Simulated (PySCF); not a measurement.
Excitation energy of Ag by level of theory

Ag [Kr] 4d10 5s1 (2S) → Ag [Kr] 4d9 5s2 (2D), as a difference of total energies. All numbers are calculated (PySCF 2.14, a scalar-relativistic core potential, in aug-cc-pwCVDZ-PP with ECP28MDF (6s6p5d3f, 70 functions)). Correlated levels: valence: 4s2 4p6 frozen. The calculations carry no spin-orbit coupling.

| method | excitation energy (cm⁻¹) |
| --- | --- |
| UHF | 29743 |
| MP2 (valence) | 34297 |
| SCS-MP2 (valence) | 32736 |
| CCSD (valence) | 31814 |
| CCSD(T) (valence) | 31950 |

Errors of the correlated levels include the incompleteness of this basis and the frozen core.

For comparison: 32031 cm⁻¹ (measured; NIST levels, between the centres of gravity of the two terms).
